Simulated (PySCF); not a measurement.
TPSSh on Si⁻ (silicon, charge -1), [Ne] 3s2 3p3, high-spin 4S determinant. All numbers are calculated (PySCF 2.14, scalar relativity by spin-free X2C-1e, in dyall-av3z).

```
cycle= 1 E= -290.054385175282  delta_E= -0.00571  |g|= 0.0119  |ddm|= 0.123
cycle= 2 E= -290.054399764652  delta_E= -1.46e-05  |g|= 0.00805  |ddm|= 0.0441
cycle= 3 E= -290.054475332583  delta_E= -7.56e-05  |g|= 0.0036  |ddm|= 0.0243
cycle= 4 E= -290.054483665297  delta_E= -8.33e-06  |g|= 0.00052  |ddm|= 0.00447
cycle= 5 E= -290.054484056489  delta_E= -3.91e-07  |g|= 3.17e-05  |ddm|= 0.00136
cycle= 6 E= -290.054484057526  delta_E= -1.04e-09  |g|= 2.37e-06  |ddm|= 0.00014
cycle= 7 E= -290.054484057532  delta_E= -6.54e-12  |g|= 4.42e-08  |ddm|= 7.88e-06
converged SCF energy = -290.054484057532  <S^2> = 3.751255  2S+1 = 4.0006274
```

Highest occupied orbital energy: 0.835 eV; ⟨L²⟩ = 0.00; populations by l: s 6.00, p 9.00, d 0.00, f 0.00.

Problem. Can this result be used?

Solution. With care. The run converged. At TPSSh the highest occupied level has a positive energy, so only the finite basis holds that electron; in a semilocal or global hybrid functional this comes from self-interaction and does not mean that the real anion is unbound.
